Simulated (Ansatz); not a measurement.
K6S3⁻, relaxed as a doublet with UKS r2SCAN-D4/def2-SVPD in Ansatz, starting from the r2SCAN-D4/def2-SVP geometry of the neutral singlet. Force threshold 0.02 eV/Å.

The relaxed charge -1 doublet is spin-contaminated (final ⟨S²⟩ up to 1.29, 0.75 for a pure state). The highest occupied level of the relaxed charge -1 doublet lies above zero (up to 0.12 eV). It is a level of α spin, whose loss leaves a singlet; that state wasn't run at this geometry and level. The electron is either unbound and held by the finite basis, or the level is raised by self-interaction error. The relaxation made no stability test and no search for a lower SCF solution. The structure comes from a short search, and lower isomers may exist.

Start:

Cartesian coordinates in Å:
```
K -0.5597 -0.7586 4.4142
K 2.0300 -0.6054 0.6692
K -0.2558 1.9827 -0.9531
K -3.0798 1.9624 2.6132
K -1.8253 -1.4973 0.2153
K 1.7580 -1.2772 -4.5656
S 2.0710 0.4392 -2.2034
S 0.3548 -0.9525 -2.0147
S -0.4932 0.7068 1.8249
```

Problem. Estimate the energy that the relaxation releases and the steps that it takes.

Solution. 2.0 kcal/mol, in 11 steps; 12 min on 4 threads of Arm Neoverse N1 on a shared host. No frequencies were taken in this run, so the end may be a saddle point.

Problem. Does the start keep its bonding?

Solution. By distances, no bond broke or formed, bridged metal pairs apart. The bond that changes most is K6–S7, from 2.94 to 3.06 Å (atoms count from 1). Metal–metal contacts that move far: K3–K6 5.27 to 4.30 Å.

Problem. Predict the relaxed structure.

Solution. 
```xyz
9

K    -0.619   -0.568    4.509
K     2.098   -0.609    0.921
K    -0.124    1.695   -1.111
K    -3.151    2.092    2.267
K    -1.655   -1.617    0.143
K     0.936   -0.445   -4.688
S     2.343    0.126   -2.031
S     0.744   -1.350   -1.800
S    -0.572    0.675    1.792
```
Bond lengths (bridged metal pairs left out): 12 × K–S 2.98 to 3.24 Å; 1 × S–S 2.19 Å.
